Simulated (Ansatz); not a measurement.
CH7BN2O, SMILES OB(NC)N.

The structure is a stationary point at PBE0-D3(BJ)/def2-SVP. The structure was generated by enumeration, and PubChem lists no compound with its InChIKey, so it may never have been made. One conformer was computed; it need not be the lowest.

Two levels are set side by side: PBE/def2-SVPD (Ansatz, a quantum-chemistry and plane-wave program) and CAM-B3LYP/def2-SVPD (Ansatz). Energy differences of separate SCF runs at the same geometry; the states with an electron removed or added have multiplicity 2 and 2. Differences are taken from unrounded values.

| quantity | CAM-B3LYP |
|---|---|
| vertical ionisation energy (eV) | 8.95 |
| vertical singlet–triplet gap (eV) | 5.72 |

What does PBE give, and how far is it from CAM-B3LYP? (Estimate from the structure and the level; the computed values follow.)


```tsv
quantity	PBE	PBE minus CAM-B3LYP
vertical ionisation energy (eV)	8.49	-0.46
vertical singlet–triplet gap (eV)	5.09	-0.63
```
